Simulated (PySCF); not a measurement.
HOP.

```xyz
3

P     -0.1129    -0.4713     0.0000
O      0.0549     1.0072     0.0000
H      1.2546    -0.9885     0.0000
```

Coordinates come from a TPSSh-D3(BJ)/def2-TZVPD optimisation.

These are PBE/pcSseg-2 run with PySCF values and carry that method's errors. Non-relativistic, no solvent.

Computed absolute GIAO shielding of each atom: isotropic value and principal components (ppm):
```csv
atom,σ(iso),σ11,σ22,σ33,span
P1,-456.9,-1356.2,-104.4,89.8,1446.0
O2,-772.9,-1930.2,-846.7,458.3,2388.5
H3,17.9,11.4,18.7,23.6,12.2
```
